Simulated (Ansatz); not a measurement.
Ansatz (a program for electronic structure) input (B3LYP/6-31G*):

Ansatz 0.2 input:
```yaml
crystal:
  periodic: [false, false, false]
  atoms:
    - {symbol: C, position_ang: [1.41048117, -0.13143494, -0.08909334]}
    - {symbol: C, position_ang: [0.22127342, -0.01998406, -0.01346113]}
    - {symbol: O, position_ang: [-1.13064200, 0.15673650, 0.11312671]}
    - {symbol: H, position_ang: [2.47379242, -0.24431411, -0.16745664]}
    - {symbol: H, position_ang: [-1.61758712, -0.57048338, 0.57936732]}
    - {symbol: H, position_ang: [-1.60159674, 0.46941949, -0.70159753]}
basis:
  gaussian:
    orbitals: 6-31G*
hamiltonian:
  xc: {name: B3LYP}
total_charge: 1
phonons: {temperatures: {t_min: 298.15, t_max: 298.15, t_step: 100}}
```

Output:

```
Functional definition: B3LYP
integrals: 0.01 GiB planned
559 factors; integrals over basis functions are off by at most 3.5e-4 eV
mean field: 0.12 GiB planned
mean field evaluation 1: about -4149.1516 eV, gradient 6.3e1 eV
mean field evaluation 2: about -4148.7927 eV, gradient 6.8e1 eV
mean field evaluation 4: about -4157.3004 eV, gradient 2.9e0 eV
mean field evaluation 8: about -4157.3194 eV, gradient 9.9e-2 eV
mean field -4157.31946644 eV, -152.7786724594 hartree, gradient 7.0e-5 eV, S^2 0.000000; 0 other end points of the search recorded, 0 dependent functions left out
the calculation of the forces begins
reference -4157.31962183 eV, -152.7786781698 hartree; 11, 11 occupied and 40, 40 virtual orbitals, 559 factors
these checks for a lower state are left out or cut short: stability, starts, cluster_reference, orbital_swaps, neighbouring_geometries, increment
integrals: 0.01 GiB planned
559 factors; integrals over basis functions are off by at most 3.5e-4 eV
mean field: 0.12 GiB planned
mean field evaluation 16: about -4157.3199 eV, gradient 1.4e-1 eV
mean field -4157.31944799 eV, -152.7786717814 hartree, gradient 1.1e-6 eV, S^2 0.000000; 0 other end points of the search recorded, 0 dependent functions left out
the calculation of the forces begins
reference -4157.31960335 eV, -152.7786774906 hartree; 11, 11 occupied and 40, 40 virtual orbitals, 559 factors
these checks for a lower state are left out or cut short: stability, starts, cluster_reference, orbital_swaps, neighbouring_geometries, increment
integrals: 0.01 GiB planned
559 factors; integrals over basis functions are off by at most 3.5e-4 eV
mean field: 0.12 GiB planned
mean field -4157.31944859 eV, -152.7786718033 hartree, gradient 1.7e-6 eV, S^2 0.000000; 0 other end points of the search recorded, 0 dependent functions left out
the calculation of the forces begins
reference -4157.31960401 eV, -152.7786775149 hartree; 11, 11 occupied and 40, 40 virtual orbitals, 559 factors
these checks for a lower state are left out or cut short: stability, starts, cluster_reference, orbital_swaps, neighbouring_geometries, increment
integrals: 0.01 GiB planned
559 factors; integrals over basis functions are off by at most 3.5e-4 eV
mean field: 0.12 GiB planned
mean field evaluation 32: about -4157.3192 eV, gradient 5.6e-5 eV
mean field -4157.31922119 eV, -152.7786634466 hartree, gradient 1.4e-6 eV, S^2 0.000000; 0 other end points of the search recorded, 0 dependent functions left out
the calculation of the forces begins
reference -4157.31937657 eV, -152.7786691565 hartree; 11, 11 occupied and 40, 40 virtual orbitals, 559 factors
these checks for a lower state are left out or cut short: stability, starts, cluster_reference, orbital_swaps, neighbouring_geometries, increment
integrals: 0.01 GiB planned
559 factors; integrals over basis functions are off by at most 3.5e-4 eV
mean field: 0.12 GiB planned
mean field -4157.31922064 eV, -152.7786634263 hartree, gradient 2.5e-6 eV, S^2 0.000000; 0 other end points of the search recorded, 0 dependent functions left out
the calculation of the forces begins
reference -4157.31937604 eV, -152.7786691371 hartree; 11, 11 occupied and 40, 40 virtual orbitals, 559 factors
these checks for a lower state are left out or cut short: stability, starts, cluster_reference, orbital_swaps, neighbouring_geometries, increment
integrals: 0.01 GiB planned
559 factors; integrals over basis functions are off by at most 3.5e-4 eV
mean field: 0.12 GiB planned
mean field -4157.31945070 eV, -152.7786718810 hartree, gradient 1.0e-6 eV, S^2 0.000000; 0 other end points of the search recorded, 0 dependent functions left out
the calculation of the forces begins
reference -4157.31960617 eV, -152.7786775943 hartree; 11, 11 occupied and 40, 40 virtual orbitals, 559 factors
these checks for a lower state are left out or cut short: stability, starts, cluster_reference, orbital_swaps, neighbouring_geometries, increment
integrals: 0.01 GiB planned
559 factors; integrals over basis functions are off by at most 3.5e-4 eV
mean field: 0.12 GiB planned
mean field -4157.31945067 eV, -152.7786718798 hartree, gradient 1.0e-6 eV, S^2 0.000000; 0 other end points of the search recorded, 0 dependent functions left out
the calculation of the forces begins
reference -4157.31960598 eV, -152.7786775872 hartree; 11, 11 occupied and 40, 40 virtual orbitals, 559 factors
these checks for a lower state are left out or cut short: stability, starts, cluster_reference, orbital_swaps, neighbouring_geometries, increment
integrals: 0.01 GiB planned
559 factors; integrals over basis functions are off by at most 3.5e-4 eV
mean field: 0.12 GiB planned
mean field -4157.31921782 eV, -152.7786633228 hartree, gradient 2.1e-6 eV, S^2 0.000000; 0 other end points of the search recorded, 0 dependent functions left out
[...]
559 factors; integrals over basis functions are off by at most 3.5e-4 eV
mean field: 0.12 GiB planned
mean field -4157.31943370 eV, -152.7786712562 hartree, gradient 1.6e-6 eV, S^2 0.000000; 0 other end points of the search recorded, 0 dependent functions left out
the calculation of the forces begins
reference -4157.31958919 eV, -152.7786769702 hartree; 11, 11 occupied and 40, 40 virtual orbitals, 559 factors
these checks for a lower state are left out or cut short: stability, starts, cluster_reference, orbital_swaps, neighbouring_geometries, increment
integrals: 0.01 GiB planned
559 factors; integrals over basis functions are off by at most 3.6e-4 eV
mean field: 0.12 GiB planned
mean field -4157.31926044 eV, -152.7786648889 hartree, gradient 1.6e-6 eV, S^2 0.000000; 0 other end points of the search recorded, 0 dependent functions left out
the calculation of the forces begins
reference -4157.31941569 eV, -152.7786705942 hartree; 11, 11 occupied and 40, 40 virtual orbitals, 559 factors
these checks for a lower state are left out or cut short: stability, starts, cluster_reference, orbital_swaps, neighbouring_geometries, increment
integrals: 0.01 GiB planned
559 factors; integrals over basis functions are off by at most 3.5e-4 eV
mean field: 0.12 GiB planned
mean field -4157.31925705 eV, -152.7786647645 hartree, gradient 1.8e-6 eV, S^2 0.000000; 0 other end points of the search recorded, 0 dependent functions left out
the calculation of the forces begins
reference -4157.31941257 eV, -152.7786704796 hartree; 11, 11 occupied and 40, 40 virtual orbitals, 559 factors
these checks for a lower state are left out or cut short: stability, starts, cluster_reference, orbital_swaps, neighbouring_geometries, increment
integrals: 0.01 GiB planned
559 factors; integrals over basis functions are off by at most 3.5e-4 eV
mean field: 0.12 GiB planned
mean field evaluation 96: about -4157.3195 eV, gradient 9.5e-6 eV
mean field -4157.31946009 eV, -152.7786722260 hartree, gradient 1.8e-6 eV, S^2 0.000000; 0 other end points of the search recorded, 0 dependent functions left out
the calculation of the forces begins
reference -4157.31961546 eV, -152.7786779358 hartree; 11, 11 occupied and 40, 40 virtual orbitals, 559 factors
these checks for a lower state are left out or cut short: stability, starts, cluster_reference, orbital_swaps, neighbouring_geometries, increment
integrals: 0.01 GiB planned
559 factors; integrals over basis functions are off by at most 3.5e-4 eV
mean field: 0.12 GiB planned
mean field -4157.31945947 eV, -152.7786722032 hartree, gradient 2.9e-6 eV, S^2 0.000000; 0 other end points of the search recorded, 0 dependent functions left out
the calculation of the forces begins
reference -4157.31961487 eV, -152.7786779142 hartree; 11, 11 occupied and 40, 40 virtual orbitals, 559 factors
these checks for a lower state are left out or cut short: stability, starts, cluster_reference, orbital_swaps, neighbouring_geometries, increment
integrals: 0.01 GiB planned
559 factors; integrals over basis functions are off by at most 3.5e-4 eV
mean field: 0.12 GiB planned
mean field -4157.31940291 eV, -152.7786701247 hartree, gradient 1.6e-6 eV, S^2 0.000000; 0 other end points of the search recorded, 0 dependent functions left out
the calculation of the forces begins
reference -4157.31955836 eV, -152.7786758373 hartree; 11, 11 occupied and 40, 40 virtual orbitals, 559 factors
these checks for a lower state are left out or cut short: stability, starts, cluster_reference, orbital_swaps, neighbouring_geometries, increment
integrals: 0.01 GiB planned
559 factors; integrals over basis functions are off by at most 3.5e-4 eV
mean field: 0.12 GiB planned
mean field -4157.31940296 eV, -152.7786701267 hartree, gradient 2.5e-6 eV, S^2 0.000000; 0 other end points of the search recorded, 0 dependent functions left out
the calculation of the forces begins
reference -4157.31955829 eV, -152.7786758348 hartree; 11, 11 occupied and 40, 40 virtual orbitals, 559 factors
these checks for a lower state are left out or cut short: stability, starts, cluster_reference, orbital_swaps, neighbouring_geometries, increment
integrals: 0.01 GiB planned
559 factors; integrals over basis functions are off by at most 3.5e-4 eV
mean field: 0.12 GiB planned
mean field -4157.31942003 eV, -152.7786707539 hartree, gradient 1.4e-6 eV, S^2 0.000000; 0 other end points of the search recorded, 0 dependent functions left out
the calculation of the forces begins
reference -4157.31957546 eV, -152.7786764657 hartree; 11, 11 occupied and 40, 40 virtual orbitals, 559 factors
these checks for a lower state are left out or cut short: stability, starts, cluster_reference, orbital_swaps, neighbouring_geometries, increment
integrals: 0.01 GiB planned
559 factors; integrals over basis functions are off by at most 3.5e-4 eV
mean field: 0.12 GiB planned
mean field evaluation 128: about -4157.3194 eV, gradient 2.0e-5 eV
mean field -4157.31942085 eV, -152.7786707840 hartree, gradient 2.0e-6 eV, S^2 0.000000; 0 other end points of the search recorded, 0 dependent functions left out
the calculation of the forces begins
reference -4157.31957620 eV, -152.7786764928 hartree; 11, 11 occupied and 40, 40 virtual orbitals, 559 factors
these checks for a lower state are left out or cut short: stability, starts, cluster_reference, orbital_swaps, neighbouring_geometries, increment
integrals: 0.01 GiB planned
559 factors; integrals over basis functions are off by at most 3.5e-4 eV
mean field: 0.12 GiB planned
mean field -4157.31939228 eV, -152.7786697338 hartree, gradient 8.5e-7 eV, S^2 0.000000; 0 other end points of the search recorded, 0 dependent functions left out
the calculation of the forces begins
reference -4157.31954771 eV, -152.7786754459 hartree; 11, 11 occupied and 40, 40 virtual orbitals, 559 factors
these checks for a lower state are left out or cut short: stability, starts, cluster_reference, orbital_swaps, neighbouring_geometries, increment
integrals: 0.01 GiB planned
559 factors; integrals over basis functions are off by at most 3.6e-4 eV
mean field: 0.12 GiB planned
mean field -4157.31939343 eV, -152.7786697761 hartree, gradient 1.7e-6 eV, S^2 0.000000; 0 other end points of the search recorded, 0 dependent functions left out
the calculation of the forces begins
reference -4157.31954876 eV, -152.7786754847 hartree; 11, 11 occupied and 40, 40 virtual orbitals, 559 factors
these checks for a lower state are left out or cut short: stability, starts, cluster_reference, orbital_swaps, neighbouring_geometries, increment
integrals: 0.01 GiB planned
559 factors; integrals over basis functions are off by at most 3.5e-4 eV
mean field: 0.12 GiB planned
mean field -4157.31942985 eV, -152.7786711145 hartree, gradient 1.8e-6 eV, S^2 0.000000; 0 other end points of the search recorded, 0 dependent functions left out
the calculation of the forces begins
reference -4157.31958523 eV, -152.7786768247 hartree; 11, 11 occupied and 40, 40 virtual orbitals, 559 factors
these checks for a lower state are left out or cut short: stability, starts, cluster_reference, orbital_swaps, neighbouring_geometries, increment
integrals: 0.01 GiB planned
559 factors; integrals over basis functions are off by at most 3.5e-4 eV
mean field: 0.12 GiB planned
mean field -4157.31942957 eV, -152.7786711044 hartree, gradient 1.7e-6 eV, S^2 0.000000; 0 other end points of the search recorded, 0 dependent functions left out
the calculation of the forces begins
reference -4157.31958496 eV, -152.7786768149 hartree; 11, 11 occupied and 40, 40 virtual orbitals, 559 factors
Total energy: -4157.31962183 eV, -152.7786781698 hartree
Atom 0 at     1.410481    -0.131435    -0.089093 Å, force    -0.000005    -0.000101    -0.000082 eV/Å
Atom 1 at     0.221273    -0.019984    -0.013461 Å, force    -0.000280     0.000023     0.000015 eV/Å
Atom 2 at    -1.130642     0.156737     0.113127 Å, force     0.000655     0.000109     0.000097 eV/Å
Atom 3 at     2.473792    -0.244314    -0.167457 Å, force    -0.000077     0.000087     0.000070 eV/Å
Atom 4 at    -1.617587    -0.570483     0.579367 Å, force    -0.000148    -0.000148     0.000060 eV/Å
Atom 5 at    -1.601597     0.469419    -0.701598 Å, force    -0.000145     0.000030    -0.000160 eV/Å
Dipole moment:    -0.778273    -0.134639    -0.119017 e Å
Vibrations: 225.27 275.90 630.91 695.93 758.42 987.02 1156.64 1683.96 2315.91 3447.60 3465.25 3517.94 cm⁻¹, zero-point energy 1.187815 eV
```

The blocks after the first are displaced geometries, from whose forces the wavenumbers follow.

The dipole moment of an ion depends on the origin.
